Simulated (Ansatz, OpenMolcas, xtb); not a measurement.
**Redistribution: CH2BrCl + C3H7Cl → CH2Cl2 + C3H7Br**

Species: CH2BrCl (bromochloromethane) `ClCBr`, singlet; C3H7Cl (1-chloropropane) `CCCCl`, singlet; CH2Cl2 (dichloromethane) `ClCCl`, singlet; C3H7Br (1-bromopropane) `CCCBr`, singlet. The partners trade Br for Cl; both sit on C, so the bond types are kept.

Shapes, held fixed at every level: PBE0-D4/def2-TZVP. Flexible molecules stand in one conformer, not always the lowest. Programs: Ansatz 0.2.0, OpenMolcas 26.06, xtb 6.7.1. Electronic energies: no zero-point or thermal term.

Problem. Estimate ΔE of this reaction.

Solution. The highest level, CCSD(T)/def2-TZVPP, gives ΔE = -2.7 kJ/mol; the levels span -4.7 to -1.2. That is about zero within the method's error. The column of differences is taken from that level and isn't an error. No measured value is set beside it here. Relativity is left out for Br unless named. Correlated rows may include outer-core shells of Br, which these sets cover unevenly.

```
                             level                    kind  ΔE (kJ/mol)  less CCSD(T)/def2-TZVPP
                          GFN2-xTB          semi-empirical         -4.7                     -2.0
                     HF/def2-TZVPP            Hartree–Fock         -2.2                     +0.5
                 PBE-D4/def2-TZVPP                     GGA         -1.9                     +0.8
              r2SCAN-D4/def2-TZVPP                meta-GGA         -2.2                     +0.5
B3LYP/6-31G* (Cartesian functions)           global hybrid         -1.2                     +1.5
                wB97M-V/def2-TZVPP  range-separated hybrid         -2.2                     +0.5
                wB97X-V/def2-TZVPP  range-separated hybrid         -2.0                     +0.7
                   CCSD/def2-TZVPP   coupled cluster or CI         -2.7                      0.0
                CCSD(T)/def2-TZVPP   coupled cluster or CI         -2.7                      0.0
```
